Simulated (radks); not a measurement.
Values are calculated unless marked as measured or tabulated.
Coulomb parameter of the 4f shell of neutral praseodymium in the model configuration [Xe] 4f2 5d1 6s2, as a second difference U = [E(n + 0.25) + E(n - 0.25) - 2 E(n)] / (0.25)^2 with all orbitals relaxed. "Bare": the charge of the atom changes with n. "Screened": the 5d shell takes up the change at fixed total charge, which measures U(4f,4f) + U(5d,5d) - 2 U(4f,5d). Level of theory: scalar-relativistic Kohn-Sham, PBEsol, spin-unpolarised, spherical densities, point nucleus (a radial shooting solver on a logarithmic mesh with Libxc functionals).

| case | configuration | E - E(n) (eV) |
|---|---|---|
| start | [Xe] 4f2 5d1 6s2 | 0.000 |
| bare +0.25 | [Xe] 4f2.25 5d1 6s2 | -1.186 |
| bare -0.25 | [Xe] 4f1.75 5d1 6s2 | 1.988 |
| screened +0.25 | [Xe] 4f2.25 5d0.75 6s2 | -0.678 |
| screened -0.25 | [Xe] 4f1.75 5d1.25 6s2 | 0.969 |

U(bare) = 12.835 eV, U(screened by 5d) = 4.644 eV, against the Slater integral F0(4f,4f) = 24.384 eV with frozen orbitals. The step up makes a negative ion, whose loosely bound charge lowers the bare value.
